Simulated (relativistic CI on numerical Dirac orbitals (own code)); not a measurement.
## Ni2+ in a cubic cluster: L2,3 absorption with charge transfer

Computed with a charge-transfer multiplet model of a cubic metal-ligand cluster with up to 2 ligand holes, Slater and spin-orbit integrals from Dirac-Coulomb-Breit ions, Slater integrals scaled by 0.8. The ground state mixes d8 with configurations of k ligand holes L, whose averages lie at kΔ + k(k − 1)U_dd/2; a core hole lowers each added d electron by U_cd. 300 K, Lorentzian 0.4 eV and Gaussian 0.3 eV FWHM.

Atomic integrals in eV (Slater integrals scaled, ζ unscaled), ground: F2dd 9.736, F4dd 6.042, zeta_d 0.080; with the core hole: F2dd 9.736, F4dd 6.042, zeta_d 0.103, zeta_core 11.413, F2cd 6.198, G1cd 4.674, G3cd 2.657.

Cluster parameters (eV): Δ = 3.1, U_dd = 6.3, U_cd = 8.1, 10Dq = 1.35, 10Dq(ligand) = 1.1, final-state hopping factor = 1.

```csv
Case,n_d,d8,d9L,d10L2,S
"V(eg) = 0.4 eV, V(t2g) = -0.17 eV",8.02,0.98,0.02,0.00,1.00
"V(eg) = 1 eV, V(t2g) = -0.43 eV",8.08,0.92,0.08,0.00,1.00
"V(eg) = 1.3 eV, V(t2g) = -0.56 eV",8.13,0.88,0.12,0.00,1.00
"V(eg) = 1.6 eV, V(t2g) = -0.69 eV",8.17,0.83,0.16,0.00,1.00
"V(eg) = 2.2 eV, V(t2g) = -0.95 eV",8.25,0.76,0.23,0.01,1.00
```

Weights, n_d and S are thermal averages at 300 K. Photon energies count from the first peak over 30 % of the highest in each spectrum, which can be another peak from case to case. The parameters are a model scan and need not match a compound or its usual spin state. Peaks in eV (height, largest 100):
- V(eg) = 0.4 eV, V(t2g) = -0.17 eV: 0.0 (100), 1.8 (18), 2.5 (13), 17.2 (25), 18.3 (25)
- V(eg) = 1 eV, V(t2g) = -0.43 eV: 0.0 (100), 1.4 (17), 3.4 (9), 17.2 (25), 18.1 (23)
- V(eg) = 1.3 eV, V(t2g) = -0.56 eV: 0.0 (100), 1.4 (17), 3.5 (8), 4.0 (8), 17.3 (25), 18.1 (23)
- V(eg) = 1.6 eV, V(t2g) = -0.69 eV: 0.0 (100), 1.3 (17), 3.9 (6), 4.5 (7), 17.2 (25), 18.0 (23)
- V(eg) = 2.2 eV, V(t2g) = -0.95 eV: 0.0 (100), 1.2 (17), 5.6 (5), 17.2 (26), 17.9 (23)

Curve for V(eg) = 1.6 eV, V(t2g) = -0.69 eV (points under 2 left out, the grid thinned):

E (eV), Intensity and a bar:
```
     -1.6        2.2 
     -1.4        2.8 
     -1.1        4.5 #
     -0.9        6.8 ##
     -0.7       11.2 ###
     -0.4       32.1 ##########
     -0.2       69.5 ######################
      0.1       93.9 ##############################
      0.3       53.6 #################
      0.5       24.5 #######
      0.8       11.3 ###
      1.0       10.9 ###
      1.2       15.0 ####
      1.5       14.2 ####
      1.7        8.5 ##
      1.9        5.7 #
      2.2        3.8 #
      2.4        2.8 
      2.7        2.2 
      2.9        2.2 
      3.1        2.1 
      3.4        2.3 
      3.6        3.8 #
      3.8        6.1 #
      4.1        5.4 #
      4.3        5.5 #
      4.5        6.7 #
      4.8        4.6 #
      5.0        2.5 
     16.6        3.8 #
     16.8        7.6 ##
     17.0       16.6 #####
     17.3       24.2 #######
     17.5       16.0 #####
     17.7       13.7 ####
     18.0       22.7 #######
     18.2       17.7 #####
     18.4        8.5 ##
     18.7        3.3 
     18.9        2.4 
     19.2        2.3 
     20.9        2.3 
     21.1        3.2 
     21.4        3.3 
     21.6        2.1
```

For the case V(eg) = 1.3 eV, V(t2g) = -0.56 eV, Δ = 3.1 eV is smaller than U_dd = 6.3 eV, the charge-transfer side of the Zaanen-Sawatzky-Allen scheme. With the core hole the configuration with one ligand hole lies at Δ + U_dd − U_cd = 1.3 eV above the one without, against Δ in the ground state. The added d electron screens the hole, so the order of the configurations is kept and charge-transfer satellites are weaker than in photoemission.
